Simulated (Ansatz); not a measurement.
Born–Oppenheimer molecular dynamics of a periodic cell of 14 atoms, Al12NO (surface Al(111), adsorbate NO, incident energy 0.1 eV, 40° from the normal). It starts from an unrelaxed structure (largest force component 3.14 eV/Å).

Method: Ansatz, DFT LDA, scalar-relativistic, plane waves, PAW. Settings: accuracy low, cutoff 420 eV, k mesh 2x2x1, fermi-dirac smearing 0.1 eV, no spin polarisation.

```
ensemble            : NVE (velocity Verlet)
time step           : 4.5 fs
steps asked         : 200
starting velocities : zero, but for any typed in the input
atoms held          : 1 to 4
seed                : 894349
```

Frames 9 fs apart, positions in Å, forces in eV/Å.

Velocities at 675.0 fs (Å/ps):

```
Al 0.00 0.00 0.00
Al 0.00 0.00 0.00
Al 0.00 0.00 0.00
Al 0.00 0.00 0.00
Al 6.07 -1.46 12.54
Al -0.16 -2.67 2.56
Al 3.58 -5.35 -11.14
Al 6.67 -6.42 0.16
Al -15.43 7.23 11.48
Al -0.90 6.72 -12.12
Al 3.57 22.04 6.18
Al -7.29 -12.10 0.29
N 2.83 -26.09 0.94
O -4.75 15.94 4.94
```

```xyz
14
Lattice="5.7276 0.0000 0.0000 2.8638 4.9602 0.0000 0.0000 0.0000 17.6765" Properties=species:S:1:pos:R:3:forces:R:3 time_fs=675.0 energy_less_start_eV=-3.229 T=2541
Al 1.432 0.827 1.000 0.03 -0.11 0.17
Al 4.296 0.827 1.000 0.00 0.00 0.23
Al 2.864 3.307 1.000 0.00 0.04 0.26
Al 5.728 3.307 1.000 -0.02 0.06 0.37
Al 0.569 1.740 5.938 -0.19 -0.15 -0.30
Al 3.560 1.291 4.457 0.16 -0.17 -0.12
Al 1.994 3.584 4.481 0.34 0.42 0.01
Al 4.915 3.812 3.778 -0.24 -0.03 0.62
Al 0.584 0.921 8.970 -1.45 -0.19 0.51
Al 3.632 0.273 9.417 -1.63 -0.04 -0.43
Al -1.568 2.850 11.065 0.90 -0.80 -1.24
Al 2.377 3.352 8.339 -0.30 -0.37 -0.13
N 4.832 1.303 10.171 1.47 1.52 -0.27
O 7.913 1.622 9.004 0.93 -0.18 0.31
14
Lattice="5.7276 0.0000 0.0000 2.8638 4.9602 0.0000 0.0000 0.0000 17.6765" Properties=species:S:1:pos:R:3:forces:R:3 time_fs=684.0 energy_less_start_eV=-2.333 T=1875
Al 1.432 0.827 1.000 0.04 -0.10 0.16
Al 4.296 0.827 1.000 0.00 0.00 0.24
Al 2.864 3.307 1.000 0.01 0.05 0.29
Al 5.728 3.307 1.000 -0.02 0.05 0.37
Al 0.621 1.725 6.046 -0.18 -0.04 -0.47
Al 3.561 1.264 4.478 0.23 -0.27 -0.10
Al 2.031 3.542 4.381 0.24 0.42 0.07
Al 4.971 3.753 3.789 -0.31 0.00 0.63
Al 0.437 0.983 9.076 2.65 -0.42 -1.79
Al 3.596 0.330 9.301 -1.83 -0.09 -0.05
Al -1.522 3.033 11.101 0.89 -1.36 -1.31
Al 2.308 3.246 8.336 0.04 2.23 -1.36
N 4.890 1.128 10.188 -1.50 2.63 1.85
O 7.883 1.744 9.061 -0.27 -3.08 1.47
14
Lattice="5.7276 0.0000 0.0000 2.8638 4.9602 0.0000 0.0000 0.0000 17.6765" Properties=species:S:1:pos:R:3:forces:R:3 time_fs=693.0 energy_less_start_eV=-2.100 T=1686
Al 1.432 0.827 1.000 0.05 -0.09 0.15
Al 4.296 0.827 1.000 -0.01 0.00 0.23
Al 2.864 3.307 1.000 0.00 0.04 0.33
Al 5.728 3.307 1.000 -0.02 0.04 0.38
Al 0.668 1.709 6.140 -0.14 0.07 -0.51
Al 3.569 1.229 4.496 0.23 -0.32 -0.06
Al 2.075 3.511 4.283 0.17 0.38 0.14
Al 5.018 3.695 3.817 -0.32 0.01 0.60
Al 0.360 1.033 9.132 2.81 -0.38 -1.91
Al 3.510 0.386 9.184 -0.31 0.45 1.27
Al -1.450 3.176 11.099 0.75 -1.56 -1.24
Al 2.239 3.197 8.297 -0.03 1.57 -1.14
N 4.868 1.094 10.301 -2.85 1.86 0.82
O 7.845 1.730 9.185 -0.34 -2.07 0.94
14
Lattice="5.7276 0.0000 0.0000 2.8638 4.9602 0.0000 0.0000 0.0000 17.6765" Properties=species:S:1:pos:R:3:forces:R:3 time_fs=702.0 energy_less_start_eV=-2.160 T=1739
Al 1.432 0.827 1.000 0.05 -0.06 0.14
Al 4.296 0.827 1.000 0.00 0.02 0.24
Al 2.864 3.307 1.000 -0.01 0.03 0.35
Al 5.728 3.307 1.000 -0.01 0.01 0.38
Al 0.710 1.695 6.220 -0.08 0.15 -0.39
Al 3.583 1.185 4.513 0.20 -0.30 -0.07
Al 2.124 3.492 4.189 0.11 0.30 0.21
Al 5.056 3.637 3.864 -0.27 0.00 0.54
Al 0.359 1.072 9.138 -0.74 -0.43 0.78
Al 3.414 0.452 9.104 0.90 0.20 2.03
Al -1.357 3.274 11.062 0.55 -2.10 -1.31
Al 2.170 3.194 8.226 -0.19 0.09 0.00
N 4.700 1.167 10.452 0.02 1.63 -2.32
O 7.789 1.618 9.351 -0.52 0.48 -0.58
14
Lattice="5.7276 0.0000 0.0000 2.8638 4.9602 0.0000 0.0000 0.0000 17.6765" Properties=species:S:1:pos:R:3:forces:R:3 time_fs=711.0 energy_less_start_eV=-1.991 T=1621
Al 1.432 0.827 1.000 0.05 -0.03 0.13
Al 4.296 0.827 1.000 -0.01 0.03 0.25
Al 2.864 3.307 1.000 -0.01 0.01 0.35
Al 5.728 3.307 1.000 -0.01 0.00 0.38
Al 0.750 1.685 6.289 -0.09 0.10 -0.37
Al 3.603 1.133 4.528 0.13 -0.25 -0.10
Al 2.176 3.482 4.101 0.05 0.21 0.30
Al 5.087 3.579 3.925 -0.19 -0.01 0.46
Al 0.340 1.098 9.161 -2.14 -0.47 1.07
Al 3.343 0.525 9.081 1.47 -0.10 2.11
Al -1.248 3.311 10.986 0.12 -2.23 -1.28
Al 2.095 3.196 8.154 -0.18 0.18 0.35
N 4.528 1.330 10.484 1.33 1.21 -2.76
O 7.708 1.524 9.494 -0.53 1.35 -0.88
14
Lattice="5.7276 0.0000 0.0000 2.8638 4.9602 0.0000 0.0000 0.0000 17.6765" Properties=species:S:1:pos:R:3:forces:R:3 time_fs=720.0 energy_less_start_eV=-2.485 T=1985
Al 1.432 0.827 1.000 0.06 -0.02 0.13
Al 4.296 0.827 1.000 -0.01 0.03 0.25
Al 2.864 3.307 1.000 -0.01 0.00 0.34
Al 5.728 3.307 1.000 0.00 -0.01 0.38
Al 0.788 1.678 6.347 -0.20 -0.07 -0.54
Al 3.627 1.073 4.539 0.06 -0.17 -0.11
Al 2.229 3.478 4.022 -0.02 0.13 0.39
Al 5.112 3.521 4.001 -0.10 -0.03 0.35
Al 0.262 1.111 9.214 -1.97 -0.36 0.49
Al 3.313 0.595 9.119 0.57 0.08 1.79
Al -1.135 3.287 10.874 -0.13 -0.50 -0.81
Al 2.016 3.203 8.091 -0.07 0.50 0.66
N 4.428 1.556 10.365 1.81 -0.67 -2.33
O 7.604 1.492 9.594 0.02 1.09 -1.00
14
Lattice="5.7276 0.0000 0.0000 2.8638 4.9602 0.0000 0.0000 0.0000 17.6765" Properties=species:S:1:pos:R:3:forces:R:3 time_fs=729.0 energy_less_start_eV=-2.625 T=2088
Al 1.432 0.827 1.000 0.06 -0.01 0.13
Al 4.296 0.827 1.000 -0.02 0.04 0.26
Al 2.864 3.307 1.000 0.00 -0.01 0.33
Al 5.728 3.307 1.000 -0.01 -0.01 0.39
Al 0.819 1.669 6.388 -0.34 -0.30 -0.85
Al 3.653 1.009 4.548 0.00 -0.08 -0.12
Al 2.283 3.477 3.955 -0.08 0.06 0.50
Al 5.134 3.462 4.086 -0.02 -0.04 0.23
Al 0.131 1.113 9.280 1.09 -0.93 -1.19
Al 3.296 0.667 9.207 -1.44 -0.55 0.67
Al -1.024 3.254 10.741 0.29 3.13 0.63
Al 1.934 3.224 8.048 0.06 0.79 1.02
N 4.421 1.738 10.117 0.28 -2.71 -0.99
O 7.499 1.512 9.645 0.13 0.61 -1.02
14
Lattice="5.7276 0.0000 0.0000 2.8638 4.9602 0.0000 0.0000 0.0000 17.6765" Properties=species:S:1:pos:R:3:forces:R:3 time_fs=738.0 energy_less_start_eV=-2.256 T=1851
Al 1.432 0.827 1.000 0.07 -0.01 0.13
Al 4.296 0.827 1.000 -0.03 0.03 0.28
Al 2.864 3.307 1.000 0.01 -0.02 0.30
Al 5.728 3.307 1.000 -0.01 0.01 0.39
Al 0.841 1.651 6.406 -0.35 -0.45 -1.14
Al 3.679 0.943 4.553 -0.03 0.01 -0.12
Al 2.333 3.478 3.902 -0.11 0.00 0.62
Al 5.155 3.401 4.178 0.04 -0.04 0.11
Al 0.040 1.083 9.308 5.40 -3.31 -3.08
Al 3.237 0.720 9.315 -3.40 -1.96 -0.37
Al -0.908 3.299 10.622 -0.04 1.87 0.20
Al 1.854 3.269 8.034 0.17 0.93 1.19
N 4.423 1.810 9.830 -1.99 2.43 2.19
O 7.400 1.564 9.648 0.27 0.53 -0.70
14
Lattice="5.7276 0.0000 0.0000 2.8638 4.9602 0.0000 0.0000 0.0000 17.6765" Properties=species:S:1:pos:R:3:forces:R:3 time_fs=747.0 energy_less_start_eV=-3.150 T=2484
Al 1.432 0.827 1.000 0.06 0.00 0.13
Al 4.296 0.827 1.000 -0.03 0.03 0.29
Al 2.864 3.307 1.000 0.02 -0.04 0.28
Al 5.728 3.307 1.000 -0.02 0.00 0.37
Al 0.853 1.620 6.390 -0.19 -0.37 -1.17
Al 3.704 0.877 4.555 -0.07 0.03 -0.11
Al 2.381 3.479 3.866 -0.14 -0.06 0.69
Al 5.178 3.340 4.273 0.11 0.01 0.04
Al 0.074 0.969 9.257 -0.49 -1.18 -1.50
Al 3.091 0.723 9.415 -0.60 -0.30 -0.03
Al -0.792 3.399 10.508 -0.31 0.61 -0.38
Al 1.779 3.339 8.054 0.18 0.76 1.14
N 4.345 1.972 9.637 0.77 -0.55 0.49
O 7.316 1.643 9.617 0.71 1.05 -0.24
14
Lattice="5.7276 0.0000 0.0000 2.8638 4.9602 0.0000 0.0000 0.0000 17.6765" Properties=species:S:1:pos:R:3:forces:R:3 time_fs=756.0 energy_less_start_eV=-2.951 T=2351
Al 1.432 0.827 1.000 0.02 0.04 0.14
Al 4.296 0.827 1.000 0.01 0.02 0.31
Al 2.864 3.307 1.000 0.00 -0.03 0.30
Al 5.728 3.307 1.000 0.00 -0.04 0.36
Al 0.860 1.579 6.342 0.03 -0.11 -0.93
Al 3.727 0.811 4.553 -0.12 0.02 -0.12
Al 2.424 3.478 3.851 -0.17 -0.13 0.68
Al 5.204 3.279 4.370 0.18 0.10 -0.04
Al 0.108 0.820 9.161 -1.55 0.86 -0.63
Al 2.926 0.718 9.511 2.15 2.06 -0.51
Al -0.686 3.515 10.384 -0.94 -1.33 -0.89
Al 1.708 3.431 8.107 -0.03 0.02 1.07
N 4.297 2.113 9.481 0.86 -2.44 0.67
O 7.260 1.772 9.572 -0.44 0.96 -0.41
14
Lattice="5.7276 0.0000 0.0000 2.8638 4.9602 0.0000 0.0000 0.0000 17.6765" Properties=species:S:1:pos:R:3:forces:R:3 time_fs=765.0 energy_less_start_eV=-2.636 T=2122
Al 1.432 0.827 1.000 0.01 0.06 0.14
Al 4.296 0.827 1.000 0.02 0.02 0.32
Al 2.864 3.307 1.000 -0.01 -0.04 0.31
Al 5.728 3.307 1.000 0.01 -0.05 0.33
Al 0.867 1.535 6.266 0.19 0.06 -0.63
Al 3.747 0.747 4.548 -0.16 0.10 -0.09
Al 2.463 3.474 3.855 -0.13 -0.23 0.68
Al 5.235 3.221 4.465 0.11 0.21 -0.18
Al 0.100 0.695 9.046 -0.79 2.34 0.04
Al 2.819 0.773 9.593 2.39 3.82 -1.14
Al -0.607 3.593 10.235 -1.47 -3.17 -1.18
Al 1.637 3.522 8.191 -0.32 -1.02 0.81
N 4.298 2.126 9.364 0.68 -2.17 1.21
O 7.187 1.945 9.507 -0.53 0.07 -0.62
14
Lattice="5.7276 0.0000 0.0000 2.8638 4.9602 0.0000 0.0000 0.0000 17.6765" Properties=species:S:1:pos:R:3:forces:R:3 time_fs=774.0 energy_less_start_eV=-3.219 T=2550
Al 1.432 0.827 1.000 0.01 0.08 0.13
Al 4.296 0.827 1.000 0.01 0.02 0.31
Al 2.864 3.307 1.000 -0.02 -0.05 0.34
Al 5.728 3.307 1.000 0.03 -0.06 0.29
Al 0.880 1.492 6.172 0.33 -0.07 -0.40
Al 3.762 0.685 4.541 -0.19 0.19 -0.02
Al 2.498 3.462 3.879 -0.08 -0.31 0.64
Al 5.269 3.169 4.556 -0.04 0.38 -0.33
Al 0.068 0.635 8.931 -0.42 2.68 0.31
Al 2.779 0.931 9.643 1.50 2.55 -1.16
Al -0.569 3.585 10.052 -1.37 -2.43 -1.28
Al 1.556 3.586 8.297 -0.38 -0.95 -0.23
N 4.335 2.018 9.312 0.38 -1.25 1.27
O 7.091 2.122 9.414 0.25 -0.77 0.14
```

Of the whole run (900 fs, mean temperature of the second half 2588 K): The conserved energy wandered by up to 12.3 meV per atom (net -0.1 meV per atom), which is poor conservation. A run of 0.9 ps of so small a system gives no equilibrium averages. Limits of this set-up: coarse k mesh, thin slab, slab without dipole correction, odd electron count without spin, low accuracy level.

Time of the run: 12 min on 1 thread of Intel(R) Xeon(R) Platinum 8375C CPU @ 2.90GHz (Ice Lake), on a shared host, peak memory 0.6 GiB.
